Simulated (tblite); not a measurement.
C₅H₇F₃S (charge +1 and doublet state).
Z-matrix (Å and degrees, GFN2-xTB geometry), rows numbered from 1:
```
C 
C   1  1.3622
C   2  1.4846  1  121.09
C   3  1.5341  2  110.11  1   -74.06
S   2  1.7460  1  113.87  3  -178.60
C   5  1.9022  2  105.38  1   175.78
F   6  1.3178  5  110.26  2    66.48
F   6  1.3202  5  109.65  2   -53.82
F   6  1.3066  5  106.92  2  -173.38
H   1  1.0789  2  122.26  3  -179.98
H   1  1.0796  2  120.98  3    -1.46
H   3  1.0879  2  113.97  1   161.18
H   3  1.0967  2  107.62  1    42.67
H   4  1.0891  3  110.16  2   -67.17
H   4  1.0864  3  109.23  2   172.72
H   4  1.0890  3  111.97  2    52.77
```

Computed with GFN2-xTB (tblite): harmonic, unscaled wavenumbers at the GFN2-xTB geometry, gas phase. Errors from tens to a few hundred cm⁻¹ against measured bands are possible. One conformer, not necessarily the lowest. Open shells enter through the occupations alone, without spin polarisation, and single modes of such species can be off by tens of per cent.

Harmonic wavenumbers (cm⁻¹): 34.0, 68.3, 90.2, 135.1, 194.2, 207.2, 262.6, 266.2, 290.0, 386.9, 432.6, 472.1, 481.1, 493.4, 524.6, 654.1, 660.1, 807.3, 889.6, 901.1, 978.5, 990.3, 1012.1, 1053.4, 1112.8, 1122.0, 1172.2, 1176.7, 1254.6, 1328.8, 1379.6, 1413.6, 1427.1, 1451.1, 1484.6, 2923.2, 3017.8, 3023.7, 3044.2, 3061.0, 3081.9, 3118.4.

A = 2147, B = 1019, C = 825.2 MHz; mass 156.022 u (most abundant isotopes); point group C1, symmetry number 1; spin multiplicity 2.

Problem. Zero-point energy?

Solution. ½Σν̃ = 23939 cm⁻¹ = 68.44 kcal/mol.

Problem. What is S at 200 K and 1 bar for an ideal gas of classical rigid rotors and harmonic oscillators?

Solution. Translation 39.09, rotation 28.38, vibration 21.19, spin (R ln 2) 1.38: S = 90.0 cal/(mol K).

Problem. And Cp and H(200 K) − H(0)?

Solution. Cp = 30.21 cal/(mol K), of which vibrations give 22.26 (their classical limit is 42 R = 83.5); H(200 K) − H(0) = 3.86 kcal/mol without the zero-point energy, 2.27 from vibrations.

Problem. Blend soft modes into free rotors: weight 1/[1 + (100 cm⁻¹/ν̃)⁴] for the oscillator and the rest for a rotor with moment μB/(μ + B), μ = h/(8π²ν), B = 10⁻⁴⁴ kg m². What vibrational entropy results?

Solution. 19.36 cal/(mol K) in place of 21.19, which changes −T·S at 200 K by +0.37 kcal/mol.

Problem. Which modes carry the vibrational entropy at 200 K?

Solution. 34.0 cm⁻¹: 4.79; 68.3 cm⁻¹: 3.42; 90.2 cm⁻¹: 2.88; 135.1 cm⁻¹: 2.12; 194.2 cm⁻¹: 1.48; 207.2 cm⁻¹: 1.37 cal/(mol K); the other 36 give 5.13 together.

Problem. What must be added to the electronic energy to get the Gibbs energy at 200 K and 1 bar?

Solution. ZPE + [H(200 K) − H(0)] − T·S = 68.44 + 3.86 − 18.01 = 54.29 kcal/mol.

Problem. How do the functions run with temperature in this model?

Solution. 
```json
{"T (K)": "100", "S (cal/(mol K))": "73.1", "Cp (cal/(mol K))": "19.7", "H − H(0) (kcal/mol)": "1.35", "G − H(0) (kcal/mol)": "-5.95", "ln q(vib)": "2.08"}
{"T (K)": "300", "S (cal/(mol K))": "104.1", "Cp (cal/(mol K))": "39.5", "H − H(0) (kcal/mol)": "7.35", "G − H(0) (kcal/mol)": "-23.86", "ln q(vib)": "7.76"}
{"T (K)": "500", "S (cal/(mol K))": "127.9", "Cp (cal/(mol K))": "54.3", "H − H(0) (kcal/mol)": "16.83", "G − H(0) (kcal/mol)": "-47.14", "ln q(vib)": "13.13"}
{"T (K)": "800", "S (cal/(mol K))": "156.6", "Cp (cal/(mol K))": "67.3", "H − H(0) (kcal/mol)": "35.26", "G − H(0) (kcal/mol)": "-89.99", "ln q(vib)": "20.42"}
{"T (K)": "1000", "S (cal/(mol K))": "172.2", "Cp (cal/(mol K))": "72.7", "H − H(0) (kcal/mol)": "49.29", "G − H(0) (kcal/mol)": "-122.91", "ln q(vib)": "24.77"}
```

q(vib) and H(0) count from the zero-point level.

Hindered rotation and anharmonicity are outside this model. Other conformers, if any are populated, would add a mixing term that is left out. The structure is chiral; the term R ln 2 for an equal mix with its mirror image is left out.

The run took 0.74 s wall on an AMD EPYC 7B13 with one thread, shared host. This covers the Hessian and the dipole derivatives.
